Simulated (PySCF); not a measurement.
## Ionisation of 1-bromopropane

System: 1-bromopropane, `CCCBr` (C3H7Br). Optimised structure (Å), atoms numbered from 1:
```
C    -1.2501    0.3835    0.0159
C    -0.0982   -0.5461   -0.3246
C     1.2309   -0.1543    0.2848
Br    1.8996    1.5507   -0.3900
H    -1.4057    0.4450    1.1050
H    -2.1884    0.0322   -0.4378
H    -1.0559    1.4022   -0.3521
H     0.0180   -0.6288   -1.4178
H    -0.3194   -1.5664    0.0382
H     1.1643   -0.0332    1.3750
H     2.0172   -0.8848    0.0566
```

These are calculated values, ωB97X-D3(BJ)/ma-def2-TZVP in PySCF (grid level 2) at geometries from PBE0-D3(BJ)/def2-SVP. The prefix ma- adds one diffuse s and one diffuse p function on all atoms but H. Thermal corrections: PBE0-D3(BJ)/def2-SVP frequencies, unscaled, ideal gas at 298.15 K and 1 bar, quasi-RRHO entropy.

Frontier levels of the parent: HOMO -10.27 eV, LUMO 1.17 eV.

Oxidation to the radical cation:
| Item | Value |
| --- | --- |
| Vertical ionisation energy (electronic) | 10.37 eV |
| Adiabatic ionisation energy (with zero-point energy) | 10.27 eV |
| Adiabatic, electronic part | 10.40 eV |
| Vertical gap at the product's structure | 10.18 eV |
| ⟨S²⟩ of the product | 0.753 |
| Largest spin populations | Br4 0.86 |
| Largest changes of atomic charge | Br4 0.73 |
| Distances that move most (Å) | C3–Br4 1.952 → 1.918; C3–H 1.099 → 1.125; C2–C3 1.514 → 1.502; C2–H 1.103 → 1.112 |

Measured values (NIST Chemistry WebBook, evaluated or the median of agreeing entries): adiabatic ionisation energy 10.18 eV (computed 10.27, difference 0.09).

Caveats: spin-orbit coupling is left out of the energies, which matters for open shells on the heavier atoms; atoms from Ga to Kr are treated without relativity; the relaxed radical cation lies 0.03 eV above the vertical state at this level, which can't hold for one state at its own minimum: the structure, made at another level, misses this level's minimum.
